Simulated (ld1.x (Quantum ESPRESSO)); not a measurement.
# nitrogen, TM: configuration errors across variants

```json
{
 "Element": "N (Z = 7)",
 "Generator": "ld1.x (Quantum ESPRESSO) 7.5",
 "Type": "norm-conserving Troullier–Martins (Kleinman–Bylander form)",
 "Functional": "PBE",
 "Relativity": "scalar-relativistic",
 "Frozen core": "[He]",
 "Valence charge": "5",
 "Reference configuration": "2s2 2p3",
 "Partial waves": "2s (bound): rc 0.70 bohr; 2p (bound): rc 2.35 bohr",
 "Local potential": "all-electron potential smoothed inside 1.00 bohr (lloc = -2)",
 "Core correction": "none"
}
```

All-electron excitation energies from the reference (eV): (1) 2s2 2p2 13.591; (2) 2s2 2p1 42.445; (3) 2s2 2p0 89.528; (4) 2s1 2p3 25.372; (5) 2s1 2p0 167.346; (6) 2s1 2p4 11.508; (7) 2s2 2p3.3 -1.619.

Errors AE − PS in meV (a dash: test not solved or not reliable):

```csv
change,(1),(2),(3),(4),(5),(6),(7),bound ghosts
base,+82,+720,+2815,-130,+4504,-5.0,+1.2,none
wave 2s (bound): rc 0.70 bohr becomes 2s (bound): rc 0.48 bohr,+84,+728,+2834,-113,+4484,+22,+1.3,not determined
wave 2s (bound): rc 0.70 bohr becomes 2s (bound): rc 0.60 bohr,+84,+731,+2860,-124,+4528,+7.7,+1.3,none
wave 2s (bound): rc 0.70 bohr becomes 2s (bound): rc 0.84 bohr,+81,+711,+2792,-137,+4488,-16,+1.2,none
wave 2s (bound): rc 0.70 bohr becomes 2s (bound): rc 0.90 bohr,+81,+712,+2795,-137,+4490,-16,+1.2,none
wave 2s (bound): rc 0.70 bohr becomes 2s (bound): rc 1.02 bohr,+82,+717,+2812,-136,+4497,-13,+1.2,none
```

(1) Give the same row for: wave 2s (bound): rc 0.70 bohr becomes 2s (bound): rc 0.72 bohr.

## Answers

(1) +82, +718, +2812, -132, +4501, -8.4, +1.2; bound ghosts: none.
